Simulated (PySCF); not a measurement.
Point-charge models of `CC[Si@@H]1CC[Si@@H](C#N)O1` against its computed dipole.

Coordinates (GFN2-xTB, Å) and charges (e) from the PBE0/pcSseg-1 density (PySCF):

```
atom       x       y       z  Mulliken      IAO  Hirshfeld  ESP-fitted
  C1  -2.489   0.087   0.937   -0.2974  -0.4096    -0.1150     -0.1583
  C2  -2.212   0.711  -0.428   -0.5995  -0.5532    -0.1566     -0.2215
 Si3  -0.406   0.575  -0.986   +1.0328  +1.1184    +0.4319     +0.4539
  C4   0.292  -1.202  -1.091   -0.5736  -0.5556    -0.1622     -0.0464
  C5   1.742  -1.161  -0.583   -0.5639  -0.5510    -0.1566     -0.2666
 Si6   1.833   0.229   0.717   +1.0540  +1.1256    +0.4652     +0.5100
  C7   3.382   1.251   0.519   -0.2121  -0.1700    -0.0316     +0.1774
  N8   4.348   1.858   0.420   -0.2022  -0.1892    -0.1953     -0.3849
  O9   0.571   1.136   0.222   -0.7492  -0.8806    -0.3083     -0.4243
 H10  -2.284  -0.981   0.926   +0.1120  +0.1323    +0.0372     +0.0506
 H11  -1.862   0.549   1.696   +0.1291  +0.1438    +0.0401     +0.0587
 H12  -3.531   0.227   1.220   +0.1220  +0.1460    +0.0436     +0.0607
 H13  -2.490   1.764  -0.399   +0.1483  +0.1541    +0.0445     +0.0976
 H14  -2.851   0.246  -1.178   +0.1394  +0.1479    +0.0400     +0.0593
 H15  -0.104   1.391  -2.163   -0.0842  -0.1460    -0.0826     -0.1109
 H16   0.249  -1.633  -2.091   +0.1519  +0.1551    +0.0419     +0.0168
 H17  -0.290  -1.864  -0.446   +0.1490  +0.1445    +0.0387     +0.0436
 H18   2.405  -0.915  -1.416   +0.1613  +0.1588    +0.0461     +0.0937
 H19   2.056  -2.138  -0.217   +0.1541  +0.1558    +0.0432     +0.0658
 H20   1.636  -0.118   2.120   -0.0718  -0.1271    -0.0641     -0.0754
```

Problem. What dipole does each set of charges give (1 e·Å = 4.803 D), and what does the density give?

Solution. The full density gives (-3.69, -3.34, -0.51) D, 5.00 D in size; dipole vectors point from the negative to the positive end.

```tsv
scheme	μx	μy	μz	size (D)	share of the full size (%)	angle to the full dipole (°)
Mulliken	-3.35	-2.84	-0.28	4.40	88	3
IAO	-2.66	-3.28	-0.82	4.31	86	10
Hirshfeld	-2.78	-2.12	-0.37	3.51	70	5
ESP-fitted	-3.70	-3.37	-0.49	5.02	100	0
```

Problem. Which set comes closest?

Solution. Length of the difference vector: ESP-fitted 0.03 D, Mulliken 0.64 D, IAO 1.08 D, Hirshfeld 1.53 D. Closest: ESP-fitted. ESP charges are fitted to the potential around the molecule, whose slowest-falling term is the dipole's. The schemes that divide the density aren't constrained to reproduce the dipole.

Problem. What is left for the Hirshfeld atoms' own dipoles?

Solution. The Hirshfeld atoms' densities add up to the full density, so μ = Σ q r + Σ (atomic dipoles). The atomic dipoles sum to (-3.69, -3.34, -0.51) − (-2.78, -2.12, -0.37) = (-0.91, -1.22, -0.14) D, 1.53 D in size.

Problem. With the origin at the mean of the coordinates, (0.000, 0.001, -0.111) Å, which are the largest single terms, by size, of the Hirshfeld dipole along the direction of the full one?

Solution. N8 +4.22, Si6 -3.55, O9 +1.80, C1 -0.92, C2 -0.90 D; all 20 atoms together +3.50 D. The single terms depend on the origin, their sum doesn't.

Problem. Give the size of the full dipole in other units.

Solution. 5.00 D = 1.968 au = 1.042 e·Å = 16.69 × 10⁻³⁰ C·m.

The structure is a single GFN2-xTB conformer in the gas phase; no vibrational or solvent corrections.
